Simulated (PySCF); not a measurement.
# Computed records: Al$_{2}$H$_{4}$O, AlBH$_{2}$N

All values are calculated (PySCF 2.14.0). Calculation on a computer-drawn molecule: optimised geometry and harmonic frequencies of an isolated molecule of the commonest isotopes, restricted reference for singlets and unrestricted otherwise, frozen core in MP2.

Common to all runs: charge 0; basis cc-pV(D+d)Z.

(1) Al$_{2}$H$_{4}$O

Start structure:
```xyz
7
Al2H4O
Al    -2.0441    -0.4704    -0.3927
O     -0.4508     0.1058    -0.7185
Al     1.0519     0.7017    -1.1271
H     -2.1925    -1.8411     0.1772
H     -3.2688     0.4941    -0.6576
H      1.8220     1.4327     0.0007
H      1.6655     0.4098    -2.4700
```

```
multiplicity                                  : 1
method                                        : HF
rotational constants                          : 65.94, 2.8, 2.799 GHz
total energy                                  : -561.1312 hartree
convergence status largest gradient component : 1.71e-05 hartree/bohr
```

Drawn bonds:
```tsv
atom	other atom	order
1	2	1
2	3	1
1	4	1
1	5	1
3	6	1
3	7	1
```

Optimised structure:
```xyz
7
Al2H4O
Al    -2.0346    -0.4423    -0.3937
O     -0.4884     0.1192    -0.7416
Al     1.0581     0.6803    -1.0886
H     -2.2049    -1.8920     0.2020
H     -3.2698     0.4966    -0.6732
H      1.8570     1.4587     0.0255
H      1.6657     0.4121    -2.5184
```

Modes:
```tsv
frequency (cm⁻¹)	reduced mass (dalton)
103.5	1.008
113	3.858
113.4	3.874
541.5	6.607
606.2	1.223
606.7	1.225
682.7	1.224
682.9	1.225
844.8	1.054
876.8	1.118
1108	16.04
1995	1.062
1995	1.062
2001	1.022
2012	1.025
```

(2) AlBH$_{2}$N

Start structure:
```xyz
5
AlBH2N
B      0.3005     1.1741     0.0992
N     -0.8059     0.7206    -0.2584
Al    -2.4150     0.0707    -0.6432
H      1.3424     1.6007     0.4281
H     -2.7955    -0.1334    -2.1772
```

```
multiplicity                                  : 2
method                                        : MP2
rotational constants                          : 273.2, 5.26, 5.161 GHz
total energy                                  : -322.5206 hartree
spin squared                                  : 0.7555
convergence status largest gradient component : 2.021e-05 hartree/bohr
```

Drawn bonds:
```tsv
atom	other atom	order
1	2	1
2	3	2
1	4	1
3	5	1
```

Optimised structure:
```xyz
5
AlBH2N
B      0.3221     1.1833     0.1082
N     -0.8022     0.7227    -0.2833
Al    -2.4397     0.0599    -0.6495
H      1.3674     1.6108     0.4544
H     -2.8211    -0.1440    -2.1814
```

Modes:
```tsv
frequency (cm⁻¹)	reduced mass (dalton)
130.6	4.128
143.4	3.728
608.3	1.619
650.1	2.927
714.8	1.321
735.3	1.335
1789	5.666
1895	1.044
2896	1.172
```
